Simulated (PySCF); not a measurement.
B(H)(SH)2 (BH₃S₂), SMILES SBS.

The structure is a stationary point at PBE-D3(BJ)/def2-TZVP. Other conformers were not sampled.

Computed with M06-2X/def2-TZVPD run with PySCF.

Isolated molecule, no solvent.

| Property | Value |
|---|---|
| total energy | -823.07177 hartree |
| point group | C2v |
| highest occupied level | -8.63 eV |
| lowest empty level | -0.21 eV |
| orbital gap | 8.43 eV |
| dipole moment | 1.49 D |
| quadrupole, principal values (traceless, Buckingham form, about the centre of nuclear charge) | -4.63, 0.04, 4.59 D·Å |
| mean static polarisability | 59.0 bohr³ (8.74 Å³) |
| polarisability, principal values | 45.4, 52.5, 79.1 bohr³ |
